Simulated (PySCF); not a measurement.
## Potential energy of SbF⁻ along the bond

Set-up: PySCF, scalar-relativistic core potentials, basis sets Sb def2-TZVPPD with ECP28, F def2-TZVPPD. Energies in eV from Sb + F⁻ in their ground configurations at the same level. All curves are PBE0. state 1: ²Π (doublet), unpaired electrons π ↑; state 2: ⁴Σ⁻ (quartet), unpaired electrons σ ↑, π ↑↑, a second solution, started from another occupation; state 3: Ms = 0.5 determinant of mixed spin (⟨S²⟩ near 1.8), unpaired electrons σ ↓, π ↑↑, a second solution, started from another occupation; state 4: Ms = 0.5 determinant of mixed spin (⟨S²⟩ near 1.8), unpaired electrons σ ↑, π ↑↓, a mixture of terms (⟨Lz²⟩ = 2.0), a second solution, started from another occupation.

```tsv
R (Å)	state 1	state 2	state 3	state 4
1.736	-0.938	0.272	0.6891	0.7500
1.817	-1.469	-0.322	0.1238	0.1705
1.898	-1.747	-0.703	-0.2387	-0.1998
1.958	-1.840	-0.892	-0.4172	-0.3823
2.019	-1.864	-1.022	-0.5383	-0.5066
2.080	-1.836	-1.107	-0.6160	-0.5867
2.160	-1.744	-1.169	-0.6702	-0.6432
2.261	-1.573	-1.189	-0.6829	-0.6573
2.382	-1.326	-1.159	-0.6467	-0.6214
2.544	-0.979	-1.067	-0.5501	-0.5237
```

Put a parabola through the three lowest points of the state 1 curve and estimate Re, k and ωe (reduced mass 16.42 u; 1 eV/Å² = 0.16022 mdyn/Å; ωe = 1302.8·√(k/μ) cm⁻¹).

Through R = 1.958, 2.019, 2.08 Å the second-order coefficient is 6.99 eV/Å², so Re ≈ 2.017 Å, k ≈ 2.24 mdyn/Å and ωe ≈ 481 cm⁻¹. A polynomial fit of higher order to the unrounded PBE0 energies gives Re = 2.013 Å, k = 2.28 mdyn/Å, ωe = 486 cm⁻¹; anharmonicity and rounding make the difference.

The higher-order fit for each curve: state 1: Re = 2.013 Å, ωe = 486 cm⁻¹, De = 1.86 eV; state 2: Re = 2.251 Å, ωe = 266 cm⁻¹, minimum 1.19 eV below the ground-state fragments; state 3: Re = 2.236 Å, ωe = 268 cm⁻¹, minimum 0.68 eV below the ground-state fragments; state 4: Re = 2.239 Å, ωe = 270 cm⁻¹, minimum 0.66 eV below the ground-state fragments.

These are scalar-relativistic numbers at best; spin–orbit coupling would shift them, the dissociation energy most. For an ion De counts to the pair picked by the measured ionisation energies or electron affinities, which need not be the lowest pair at this level. The highest Kohn–Sham level is positive in this anion. Much of that is self-interaction error, but it also means that the finite basis helps to hold the extra electron. The state was picked by a PBE0 search and need not be the measured ground state.
